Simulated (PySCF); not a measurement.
Atoms are numbered as in `[O:1]=[C:2]=[N:3][c:4]1[cH:5][cH:6][cH:7][cH:8][cH:9]1`; H(Xn) means a hydrogen on atom n.

Theoretical values (PySCF): coordinates at the PBE0-D3(BJ)/def2-TZVP level, σ from GIAO-B97-2/pcSseg-2. No solvent model, rapidly exchanging positions averaged, non-relativistic Hamiltonian, single conformer.

References, each an isolated molecule treated in the same way: TMS for $^{13}$C (185.38 ppm) and $^{1}$H (31.64 ppm); $^{17}$O (327.66 ppm) vs H2O; $^{15}$N (261.75 ppm) against NH3.

```
      atoms   nucleus  count  δ (ppm)
         C4  $^{13}$C      1        ?
      C6/C8  $^{13}$C      2        ?
      H(C7)   $^{1}$H      1     7.38
H(C6)/H(C8)   $^{1}$H      2     7.57
      C5/C9  $^{13}$C      2        ?
         C7  $^{13}$C      1    131.1
H(C5)/H(C9)   $^{1}$H      2     7.32
         C2  $^{13}$C      1    131.9
         O1  $^{17}$O      1    162.5
         N3  $^{15}$N      1     66.9
```

**Question.** Fill in the missing shifts.

**Answer.** 
- C4: 142.3 ppm, aromatic carbon bearing nitrogen; an ipso carbon deshielded by its heteroatom
- C6/C8: 136.4 ppm, aromatic CH; the aromatic region
- C5/C9: 132.0 ppm, aromatic CH; the aromatic region

Shifts are as computed. Against solution values, carbons near 30 ppm lie about +3 ppm off and those near 130 ppm about +7 ppm. Of 1309 compounds with measured shifts, 239 miss one by over three times the rms of a fit or turn the order of signals round; such compounds aren't used in these exercises. Experimental scales use liquid or dissolved standards, which lie at an offset from isolated NH3 (liquid NH3: subtract about 20 ppm) and H2O (liquid H2O: subtract about 36 ppm).
